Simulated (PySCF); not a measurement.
A survey of ³³S NMR shifts

- σ from GIAO-PBE0/pcSseg-1
- GFN2-xTB geometry
- run in PySCF
- rapidly exchanging positions averaged, one computed conformer, relativity neglected, isolated molecule

Shieldings were converted by a linear fit to measured shifts: ³³S (scatter 33.3 ppm rms vs sulfate, solution or neat liquid). A few per cent of atoms miss by over 2 rms, more outside the fitted compound classes.

Q: Give the ³³S shifts of `CS(=O)(=O)CO[SiH]1CCC1`.

A: 
```csv
compound,environment,δ (ppm)
CS(=O)(=O)CO[SiH]1CCC1,sulfone sulfur,-18
```

Q: Match the shifts 18, -25, -449, -521 ppm to `C[C@@H](C(=O)C[SiH3])S(C)(=O)=O`, `CS[SiH2]C([SiH3])([SiH3])C=O`, `CS[SiH2]OC(C)(C)C(=O)O`, `O=[S@@]1CC[C@@H](N[SiH3])C1`.

A: 18: O=[S@@]1CC[C@@H](N[SiH3])C1 (sulfoxide sulfur); -25: C[C@@H](C(=O)C[SiH3])S(C)(=O)=O (sulfone sulfur); -449: CS[SiH2]OC(C)(C)C(=O)O (sulfur bonded to C, Si); -521: CS[SiH2]C([SiH3])([SiH3])C=O (sulfur bonded to C, Si).
